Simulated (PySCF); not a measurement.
# Indirect couplings

Geometry:
| atom | x (Å) | y (Å) | z (Å) |
| --- | --- | --- | --- |
| F1 | 1.774 | -0.147 | 0.844 |
| C2 | 0.854 | -0.174 | -0.120 |
| F3 | 1.406 | -0.503 | -1.287 |
| C4 | -0.294 | 0.823 | -0.089 |
| F5 | -0.368 | 1.707 | 0.906 |
| F6 | -0.730 | 1.358 | -1.228 |
| C7 | -0.556 | -0.647 | 0.199 |
| F8 | -1.218 | -1.384 | -0.691 |
| F9 | -0.854 | -1.027 | 1.441 |

Couplings: B3LYP/pcJ-1 in PySCF 2.14, geometry GFN2-xTB; gas phase, one conformer, non-relativistic. Couplings are averaged over pairs made equivalent by symmetry, fast rotation or ring inversion, so a value needn't be that of the named pair in this geometry, while other rotamers aren't included; one pair stands for each set, and the list holds those of at least 1.5 Hz over up to four bonds. One-bond C–F couplings come out tens of Hz too large with common functionals.

Isotopes: ¹⁹F, ¹³C.

```json
{"pair": "F1, C2", "bonds": "1", "J (Hz)": "-408.2"}
{"pair": "C2, C4", "bonds": "1", "J (Hz)": "?"}
{"pair": "F1, F3", "bonds": "2", "J (Hz)": "?"}
{"pair": "F1, C4", "bonds": "2", "J (Hz)": "13.8"}
{"pair": "F1, F5", "bonds": "3", "J (Hz)": "12.8"}
{"pair": "F1, F6", "bonds": "3", "J (Hz)": "-7.2"}
```

Problem. Estimate the withheld couplings, with signs.

Solution. 
- ¹J(C2,C4) = 26.9 Hz (bond length 1.521 Å)
- ²J(F1,F3) = 186.8 Hz
